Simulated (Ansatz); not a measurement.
```yaml
crystal:
  periodic: [false, false, false]
  atoms:
    - {symbol: N, position_ang: [-0.261254, 1.601680, -0.623521]}
    - {symbol: Ta, position_ang: [-0.080895, -0.122819, -0.451496]}
    - {symbol: N, position_ang: [1.257027, -0.350719, 1.039052]}
    - {symbol: O, position_ang: [-1.730938, -0.993329, 0.037795]}
    - {symbol: Cl, position_ang: [0.797564, -1.124818, -2.396915]}
    - {symbol: H, position_ang: [-0.435149, 2.493409, -0.800645]}
    - {symbol: H, position_ang: [1.718820, 0.443424, 1.562972]}
    - {symbol: H, position_ang: [1.408848, -1.218913, 1.529932]}
    - {symbol: H, position_ang: [-2.585971, -0.774927, 0.169904]}
basis:
  gaussian: {orbitals: def2-mTZVPP, fitting: {mean_field: cc-pVTZ-jkfit}}
magnetization: {spin_polarized: true, initial_magnetization: 2}
hamiltonian: {xc: {name: PBE0}, pseudopotentials: {relativity: none}}
accuracy: high
output: {forces: true}
```

```sh
$ ansatz run in.yaml --threads 4 --pin off --events-out ev --progress --plain --max-ram 10444MiB
```

**Question.** How does Ansatz answer? (Best estimate.)

**Answer.** The calculation gave: The input was rejected before any iteration.
```
Functional definition: PBE0
Error: <dir> the basis set cc-pVTZ-JKFIT has no functions for Ta
```
